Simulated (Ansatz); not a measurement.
Geometry optimisation, RKS PBE-D4/def2-TZVP (Ansatz).

input.yaml

```yaml
crystal:
  periodic: [false, false, false]
  atoms:
    - { symbol: S, position_ang: [-1.3908, -0.6674, -0.9166] }
    - { symbol: Ge, position_ang: [-0.5334, 1.1557, 0.0365] }
    - { symbol: S, position_ang: [1.3964, 0.5999, 0.9072] }
    - { symbol: H, position_ang: [-1.3538, -1.335, 0.2752] }
    - { symbol: H, position_ang: [1.9314, 0.1731, -0.3438] }
basis:
  gaussian: { orbitals: def2-TZVP }
hamiltonian:
  xc: pbe
  dispersion: d4
relax:
  f_tol: 0.015
  max_steps: 40
```

Launched with:

```bash
$ ansatz run input.yaml --threads 2 --pin off --max-ram 3072MiB --backend cpu --events-out ev --progress --plain --runs-dir out
```

Task: Where does it end, and by what steps?

Result: It converged. After 9 steps the energy has fallen by 0.709 eV; H5 moved furthest, 1.05 Å.

```json
{"step": "0", "energy less start (eV)": "0.0000", "largest force component (eV/Å)": "1.914", "accepted": "yes"}
{"step": "1", "energy less start (eV)": "-0.3198", "largest force component (eV/Å)": "0.860", "accepted": "yes"}
{"step": "2", "energy less start (eV)": "-0.4656", "largest force component (eV/Å)": "0.636", "accepted": "yes"}
{"step": "3", "energy less start (eV)": "-0.5638", "largest force component (eV/Å)": "0.518", "accepted": "yes"}
{"step": "4", "energy less start (eV)": "-0.6175", "largest force component (eV/Å)": "0.604", "accepted": "yes"}
{"step": "5", "energy less start (eV)": "-0.6909", "largest force component (eV/Å)": "0.068", "accepted": "yes"}
{"step": "6", "energy less start (eV)": "-0.7050", "largest force component (eV/Å)": "0.197", "accepted": "yes"}
{"step": "7", "energy less start (eV)": "-0.7075", "largest force component (eV/Å)": "0.036", "accepted": "yes"}
{"step": "8", "energy less start (eV)": "-0.7090", "largest force component (eV/Å)": "0.051", "accepted": "yes"}
{"step": "9", "energy less start (eV)": "-0.7092", "largest force component (eV/Å)": "0.008", "accepted": "yes"}
```

```xyz
5
Properties=species:S:1:pos:R:3
S -1.610 -0.539 -0.560
Ge -0.670 1.440 0.037
S 1.465 0.863 0.553
H -0.555 -1.369 -0.380
H 1.419 -0.468 0.308
```

Whether the end is a true minimum wasn't checked by a vibrational analysis.

Time of the run: 20 s on 2 threads of Arm Neoverse V1, with other jobs on the host, peak memory 0.17 GiB.
